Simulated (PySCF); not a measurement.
SiHCl3, SMILES Cl[SiH](Cl)Cl. Atoms are numbered in the order given.

```xyz
5

Si     0.0000     0.0000     0.5114
Cl    -1.6808    -0.9704    -0.1796
Cl     0.0000     1.9408    -0.1796
Cl     1.6808    -0.9704    -0.1796
H      0.0000     0.0000     1.9997
```

The structure is a stationary point at PBE-D3(BJ)/def2-SVP. The isomer is the one that the SMILES or the coordinates give; other isomers of the formula were not compared.

Method: PySCF with PBE/def2-TZVPD.

Mulliken values depend strongly on the basis, most of all with diffuse functions as here. ESP charges are fitted to the potential on shells at 1.4 to 2.0 van der Waals radii. Atomic charges (e):

```json
[
 {"atom": "Si1", "ESP fit": "-0.09", "meta-Löwdin": "0.82", "Mulliken": "0.65"},
 {"atom": "Cl2", "ESP fit": "-0.01", "meta-Löwdin": "-0.25", "Mulliken": "-0.21"},
 {"atom": "Cl3", "ESP fit": "0.00", "meta-Löwdin": "-0.25", "Mulliken": "-0.21"},
 {"atom": "Cl4", "ESP fit": "-0.01", "meta-Löwdin": "-0.25", "Mulliken": "-0.21"},
 {"atom": "H5", "ESP fit": "0.11", "meta-Löwdin": "-0.08", "Mulliken": "-0.03"}
]
```
